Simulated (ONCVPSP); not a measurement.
## How hard is this Cr ONCV potential?

chromium (Cr), optimised norm-conserving Vanderbilt (ONCV), made with ONCVPSP 4.0.1 (PBEsol, scalar-relativistic). Core [Ne], reference 3s2 3p6 3d5 4s1. Waves: 3s+4s: rc 1.25 bohr, ncon 4, nbas 9, qcut 8.4 1/bohr, 2 projectors; 3p: rc 1.50 bohr, ncon 4, nbas 9, qcut 9.6 1/bohr, 2 projectors, debl 1.2 Ha; 3d: rc 1.15 bohr, ncon 3, nbas 7, qcut 10.7 1/bohr, local. Local part: the d channel. Core correction: none.

In the p channel the program set the typed energies aside and used -1.666, 0.250 Ha.

Problem. For each optimised wave give the share of its norm inside rc, the residual kinetic energy above qcut (Ha) and the cutoffs (Ha) for errors of 10, 1, 0.1 and 0.01 mHa per electron.

Solution.

```csv
wave,norm inside rc,residual KE,10 mHa,1 mHa,0.1 mHa,0.01 mHa
3s,0.856,5.8e-05,21.5,28.3,34.0,129.7
4s,0.027,1.2e-05,6.8,23.0,30.0,36.0
3p,0.902,3.9e-08,20.8,27.1,32.7,37.3
p projector 2,0.064,7.7e-09,15.9,22.8,28.9,34.1
3d,0.453,1.3e-04,41.6,50.2,60.2,205.3
```

The occupied waves need 50 Ha and 60 Ha for 1 and 0.1 mHa. Note: ghosts flagged at negative energy: s at -480.5 eV; no localised positive-energy state flagged. A true bound ghost makes a file unfit for plane-wave use. 2 of 4 tests not solved or not reliable.
